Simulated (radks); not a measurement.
Results of a calculation; reference values are marked as such.
Task: Ionisation of neutral oxygen, [He] 2s2 2p4, to O+, [He] 2s2 2p3, under several functionals. Non-relativistic Kohn-Sham, spin-polarised, spherical densities, point nucleus; open shells are filled with parallel spins first; a radial shooting solver on a logarithmic mesh with Libxc functionals. Known Delta-SCF values: exchange-only PBE 12.374 eV. What does r2SCAN give, and what is its highest occupied eigenvalue?

Result: 12.894 eV by Delta-SCF; the 2p eigenvalue is -6.792 eV. NIST: 13.618 eV (measured).
